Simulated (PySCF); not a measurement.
# What a mistake does to a calculation on BGeH7NSi

All numbers below are calculated, not measured. They come from PySCF 2.14.0, an open-source quantum chemistry program, on an isolated molecule that a program drew, which may never have been made. The molecule is BGeH7NSi (charge 0, doublet), drawn as the SMILES string `[BH2][GeH2][SiH]N`.

Each row is a Hartree-Fock (HF) and frozen-core CCSD(T) single point in the cc-pV(D+d)Z basis, meant for a local HF minimum. Run 1 is clean. Each other run has one planted mistake out of seven kinds, and not every kind appears here: one electron removed, one electron added, multiplicity raised by two, geometry at a saddle point, minimal basis STO-3G, one bond length entered in bohr, all coordinates scaled. The reference is restricted for singlets and unrestricted otherwise, and also for a bond in bohr. Adding or removing an electron swaps singlet and doublet. Electrons count all cores. HOMO and LUMO are orbital energies over both spins, the gradient is its largest component, and the lowest frequency (negative if imaginary) is given only where the gradient is small. Bond lengths are over the 10 bonds as drawn. T1 is the CCSD diagnostic: over 0.02 (restricted) or 0.045 (unrestricted) a single reference is doubtful. Germanium has the cc-pVDZ-PP basis, with a core potential (ECP10MDF) in place of its 10 inner electrons, and its 3s, 3p and 3d shells are frozen in CCSD(T).

Geometry of the clean run:
```xyz
11
BGeH7NSi, angstrom
B     0.8501    0.6446    0.6707
Ge    1.6715   -1.0413   -0.2197
Si    0.5197   -1.4192   -2.3184
N    -1.1694   -1.6737   -2.0372
H    -0.1136    0.5524    1.3775
H     1.2817    1.7360    0.4258
H     3.1693   -0.8918   -0.5274
H     1.4979   -2.3044    0.6412
H     0.6052   -0.2243   -3.2032
H    -1.8233   -1.5106   -2.7808
H    -1.4697   -2.4488   -1.4755
```

```
run  electrons  basis functions  <S^2>  HOMO (eV)  LUMO (eV)  gradient (hartree/bohr)  lowest frequency (cm^-1)  mean bond (Å)  longest bond (Å)      T1  HF (hartree)  CCSD(T) (hartree)                     mistake
  1         65              109  0.768      -7.60       1.13                  1.7e-05                        38         1.5199             2.424  0.0204    -665.48488         -665.99601                    no fault
  2         65              109  3.769      -6.62      -1.79                  5.7e-02                         -         1.5199             2.424  0.0208    -665.35341         -665.85528  multiplicity raised by two
  3         66              109  0.000      -0.47       6.18                  3.9e-02                         -         1.5199             2.424  0.0412    -665.46258         -666.01979                           ?
  4         65              109  1.318      -7.90       0.85                  2.2e-02                         -         1.6739             3.271  0.0602    -665.38205         -665.87020                           ?
```

**Which mistake was planted in run 3, and what did it cost?**

It counts 66 electrons, one more than the clean run, at the same geometry and basis. So the mistake is: one electron added. Subtracting run 1 and multiplying by 627.51 kcal/mol a hartree, the energy moved by 14.0 kcal/mol in HF and -14.9 kcal/mol in CCSD(T).

**Which mistake was planted in run 4, and what did it cost?**

The mean bond changes by a factor of 1.101 and the longest by 1.349, so the molecule wasn't scaled as a whole. A length L in bohr read as angstrom grows by (1/0.5292 - 1) L = 0.890 L. The 10 bonds together grew by 10 x 0.1540 = 1.540 Å, which gives L = 1.731 Å. That is bond Si3-N4, 1.731 Å in the clean geometry. So the mistake is: one bond length entered in bohr. Subtracting run 1 and multiplying by 627.51 kcal/mol a hartree, the energy moved by 64.5 kcal/mol in HF and 78.9 kcal/mol in CCSD(T).

Cautions from the logs. Run 3: T1 is over the limit, so its CCSD(T) energy is less reliable; run 4: T1 is over the limit, so its CCSD(T) energy is less reliable.
